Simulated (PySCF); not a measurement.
# A small calculation by hand: dipole moment from atomic charges

AlH₂Cl, SMILES [Cl][AlH2]. Atoms are numbered in the order given.

```xyz
4

Al     0.0000     0.0000     1.0735
H      0.0000    -1.3914     1.7993
H      0.0000     1.3914     1.7993
Cl     0.0000     0.0000    -1.0326
```

Geometry: B3LYP-D3(BJ)/def2-TZVP.

Charges (e) from B3LYP/def2-TZVPD run with PySCF:

```
atom  ESP fit     IAO
----  -------  ------
Al1     0.811   0.796
H2     -0.248  -0.215
H3     -0.248  -0.215
Cl4    -0.316  -0.365
```

The dipole moment of the full density is 1.33 D.

What dipole moment does each set of point charges give, and which comes closer to that of the density?


μ = Σ q r, and 1 e Å = 4.8032 D.
ESP fit: Σ q r = (0.000, 0.000, 0.304) e Å, |μ| = 1.46 D.
IAO: Σ q r = (0.000, 0.000, 0.458) e Å, |μ| = 2.20 D.
ESP fit comes closer in size. Point charges leave out the atoms' own dipoles (lone pairs, polarised bonds); fits to the potential absorb them, partitions of the density don't.
